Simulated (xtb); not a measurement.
H2O2, charge +1, doublet, geometry from GFN2-xTB (a state made from the parent by changing its charge; the spin is typed, not shown lowest), atoms displaced at random by about 0.02 Å a coordinate. Base run: GFN1-xTB run with xtb 6.7.1.

The xtb input:
```
$ xtb mol.xyz --gfn 1 --chrg 1 --uhf 1 --opt --json

# file mol.xyz
4

O     -0.00774672     0.62684941    -0.00795865
O     -0.01278860    -0.62344032     0.05135778
H      0.93274336     0.94732516    -0.05210988
H     -0.93611178    -1.01182130     0.04443850
```

The base run was repeated with changes; each row names its change, and settings that it needs were set with it.

```json
[
 {"change": "base", "ΔE vs base (mEh)": "0.000", "optimiser steps": "5"},
 {"change": "alpb = acetone", "ΔE vs base (mEh)": "-126.5", "optimiser steps": "5"},
 {"change": "opt level = loose", "ΔE vs base (mEh)": "0.003", "optimiser steps": "4"},
 {"change": "opt level = extreme", "ΔE vs base (mEh)": "-0.001", "optimiser steps": "7"},
 {"change": "alpb = dmso", "ΔE vs base (mEh)": "-128.1", "optimiser steps": "5"},
 {"change": "engine = inertial", "ΔE vs base (mEh)": "0.007", "optimiser steps": "-"},
 {"change": "opt level = lax", "ΔE vs base (mEh)": "0.000", "optimiser steps": "5"},
 {"change": "opt level = sloppy", "ΔE vs base (mEh)": "0.003", "optimiser steps": "4"},
 {"change": "opt level = vtight", "ΔE vs base (mEh)": "-0.001", "optimiser steps": "7"},
 {"change": "opt level = tight", "ΔE vs base (mEh)": "-0.001", "optimiser steps": "6"}
]
```
